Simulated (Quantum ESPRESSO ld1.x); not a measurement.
Results of a calculation; reference values are marked as such.
All-electron atom: the magnesium ion Mg9+ in [He] 2s1 (the NIST ground configuration).

Code: ld1.x of Quantum ESPRESSO 7.5. Model: Dirac Kohn-Sham, relativistic LDA (MacDonald-Vosko exchange, VWN5 correlation), spin-unpolarised, spherical densities, point nucleus.

Energy parts (eV):
| part | energy |
|---|---|
| total | -4064.4 |
| kinetic | 4070.8 |
| electron-nucleus | -8476.2 |
| Hartree | 538.7 |
| exchange-correlation | -197.7 |

Orbitals (lengths in bohr, moments of r in powers of bohr; r(max) is where P^2 peaks; r(90%) holds 90 % of the orbital's charge):
| orbital | occ. | eigenvalue (eV) | r(max) | r(90%) |
|---|---|---|---|---|
| 1s1/2 | 2 | -1621.09 | 0.085 | 0.232 |
| 2s1/2 | 1 | -346.410 | 0.480 | 0.855 |

The highest occupied level is 2s1/2 at -346.41 eV. Summed over all electrons, <r^2> = 0.4112 bohr^2, which gives a Langevin (diamagnetic) susceptibility term of -0.326 x 10^-6 cm^3/mol.
